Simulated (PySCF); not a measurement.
Orbital picture of Cs2

PBEsol at R = 4.763 Å; basis Cs def2-TZVP with ECP46; scalar-relativistic core potentials; PySCF 2.14. State: ¹Σg⁺ (singlet), closed shell. Only the outer orbitals are listed.

```
orbital  occ.  ε (eV)  main shells (%)
     σg     2  -13.25            100 p
     πu     2  -13.25            100 p
     πu     2  -13.25            100 p
     πg     2  -13.23            100 p
     πg     2  -13.23            100 p
     σu     2  -13.13            100 p
     σg     2   -2.29             93 s
     σu     0   -1.50       87 s, 13 p
     πu     0   -0.88       70 p, 30 d
     πu     0   -0.88       70 p, 30 d
```

Q: Which are the highest filled and the lowest empty level, where do they sit, and how wide is the gap?

A: Highest filled σg at -2.29 eV (in %: 93 s); lowest empty σu at -1.50 eV (in %: 87 s, 13 p); the gap at PBEsol is 0.79 eV.

```
bond order (Mayer) : 0.99
⟨S²⟩               : 0.000
```

Closed-shell solutions of metal pairs were not tested for spin polarisation, which can lower them a little. Spin–orbit coupling is left out.
